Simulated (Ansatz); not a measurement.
The cluster LaCl₃⁺. Charge 1, multiplicity 2. Geometry PBE0-D4/def2-SVP, that of the neutral singlet; atoms count from 1.

```xyz
4

La    0.1878    0.1701   -0.1195
Cl   -0.2162    1.5309    2.0608
Cl    1.6649   -1.9662    0.0306
Cl   -1.6365    0.2651   -1.9719
```

In the def2 sets La takes a core potential; there is no spin–orbit coupling. The structure comes from a short search, and lower isomers may exist.

(1) Estimate the Mulliken populations from the PBE0/def2-TZVP orbitals of Ansatz.

(2) Where does the spin sit?

(3) And the Mayer bond orders between bonded heavy atoms (over 0.3)?

Results:

(1) 
| atom | charge (e) | spin (α − β) | d electrons |
| --- | --- | --- | --- |
| La1 | 1.48 | -0.06 | 1.14 |
| Cl2 | -0.16 | 0.35 | – |
| Cl3 | -0.16 | 0.35 | – |
| Cl4 | -0.16 | 0.36 | – |
Mulliken values and Mayer orders depend strongly on the basis.

(2) Summed by element: La -0.06, Cl 1.06, of 1 unpaired in all. Largest on single atoms: Cl4 0.36, Cl2 0.35, Cl3 0.35.

(3) La1–Cl2 0.90 (2.60 Å); La1–Cl3 0.90 (2.60 Å); La1–Cl4 0.90 (2.60 Å).
